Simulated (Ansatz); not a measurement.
Consider the substitution at a C–C bond: `C[CH2][Mg][F]` + `B1CN[SiH2]1` → `CN1CB[SiH2]1` + `[CH3][Mg][F]`.

Isolated molecules relaxed with PBE0-D4/def2-TZVP in Ansatz; ΔE leaves out vibrations. CCSD(T)/CBS is the MP2 limit (def2-TZVPP, def2-QZVPP) plus CCSD(T) − MP2 in def2-TZVPP, frozen cores. Functionals use def2-TZVPP. B3LYP here is the variant with VWN-RPA as its local correlation; programs differ in this. For Mg outer-core shells are correlated without core-valence functions, which leaves a few kJ/mol of doubt a bond. Each species was taken in one conformer, which may not be the lowest.

| level | ΔE (kcal/mol) | difference from CCSD(T)/CBS |
| --- | --- | --- |
| PBE-D4 | -1.6 | -1.2 |
| r2SCAN-D4 | -1.7 | -1.3 |
| B3LYP-D4 | -1.8 | -1.4 |
| ωB97M-V | -0.8 | -0.4 |
| PBE | -0.9 | -0.5 |
| r2SCAN | -1.4 | -1.0 |
| B3LYP | -0.8 | -0.4 |
| HF/def2-QZVPP | -0.6 | -0.2 |
| MP2/def2-QZVPP | -0.6 | -0.2 |
| SCS-MP2/def2-QZVPP | -0.5 | -0.1 |
| CCSD(T)/CBS | -0.4 | 0 |

Largest T1 diagnostic among the species: 0.012.

The D4 term adds −1.0 kcal/mol with B3LYP and −0.6 kcal/mol with PBE0; it sums over pairs of atoms, weighted by their polarisabilities, and B3LYP, whose exchange is more repulsive, gets the larger term.
